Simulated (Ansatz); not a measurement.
One change: `[SiH3][GeH2][B](Cl)Cl` becomes `SB(Cl)Cl`.

Ansatz, PBE0-D4/def2-TZVP geometries, multiplicity 1. Each molecule was computed in one conformer, which needn't be the lowest.

Scalar relativity is left out up to krypton.

```
                                        property  `[SiH3][GeH2][B](Cl)Cl`
             HOMO–LUMO gap (PBE/def2-TZVPP) / eV                     3.85
           HOMO energy (ωB97M-V/def2-TZVPP) / eV                    -9.97
           HOMO–LUMO gap (B3LYP/def2-TZVPP) / eV                     5.49
size of the dipole moment (B3LYP/def2-TZVPP) / D                     0.52
         HOMO–LUMO gap (ωB97M-V/def2-TZVPP) / eV                     9.86
             LUMO energy (B3LYP/def2-TZVPP) / eV                    -2.26
```

Task: Give the same properties after the change, and the shifts. (Best estimate.)

Result: Computed: 
```csv
property,`SB(Cl)Cl`,shift
HOMO–LUMO gap (PBE/def2-TZVPP) / eV,4.91,1.06
HOMO energy (ωB97M-V/def2-TZVPP) / eV,-10.49,-0.52
HOMO–LUMO gap (B3LYP/def2-TZVPP) / eV,6.61,1.12
size of the dipole moment (B3LYP/def2-TZVPP) / D,1.19,0.67
HOMO–LUMO gap (ωB97M-V/def2-TZVPP) / eV,11.28,1.42
LUMO energy (B3LYP/def2-TZVPP) / eV,-1.48,0.78
```

With PBE0 the HOMO falls by 0.39 eV and the LUMO rises by 0.80 eV, so the gap widens by about 1.19 eV. PBE moves the HOMO by -0.30 eV and ωB97M-V by -0.52 eV. Dipoles are sizes alone; their direction can turn.

B3LYP here is the variant with VWN-RPA as its local correlation; programs differ in this.
